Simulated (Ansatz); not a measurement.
Gas-phase electronic energies from Ansatz, PBE0-D4/def2-TZVP geometries. CBS: MP2 limit from def2 TZ/QZ plus the TZ coupled-cluster correction, frozen cores. This one scheme is used for every species. DFT in def2-TZVPP. B3LYP here is the variant with VWN-RPA as its local correlation; programs differ in this. HSE06 is defined as in plane-wave codes. For Br, Ga outer-core shells are correlated without core-valence functions, which leaves a few kJ/mol of doubt a bond. Scalar relativity is left out up to krypton. One conformer a species, not always the lowest.

Consider the ligand exchange at a Ga–Br bond: `C[O][GaH][Br]` + H₂S → `C[O][GaH][SH]` + HBr.

Problem. Is it downhill or uphill in electronic energy at CCSD(T)/CBS, and by how much? (Best estimate.)

Solution. Ansatz gave: Uphill: ΔE = +10.3 kcal/mol.

Problem. What do these levels give: PBE0-D4, HSE06-D4, CAM-B3LYP-D4, ωB97M-V, PBE, PBE0, B3LYP, RPA@PBE/def2-TZVPP, HF/def2-SVP, CCSD/def2-SVP, MP2/def2-TZVPP, HF/def2-QZVPP? (Estimate.)

Solution. Computed: PBE0-D4 10.0, HSE06-D4 10.1, CAM-B3LYP-D4 10.6, ωB97M-V 10.6, PBE 9.5, PBE0 10.3, B3LYP 10.9, RPA@PBE/def2-TZVPP 10.1, HF/def2-SVP 13.0, CCSD/def2-SVP 10.7, MP2/def2-TZVPP 10.5, HF/def2-QZVPP 13.8 kcal/mol.

Largest T1 diagnostic among the species: 0.014.

In def2-TZVPP, CCSD(T) changes the Hartree–Fock value by −3.4 kcal/mol (the triples alone add −0.5 kcal/mol) and MP2 by −3.2 kcal/mol. Leaving LDA and LC-ωPBE aside and taking each functional with its dispersion term where it has one, the values, not all of them listed here, spread over 2.8 kcal/mol, from revPBE-D4 to BHLYP-D4. LDA lies −0.9 kcal/mol from PBE without D4.
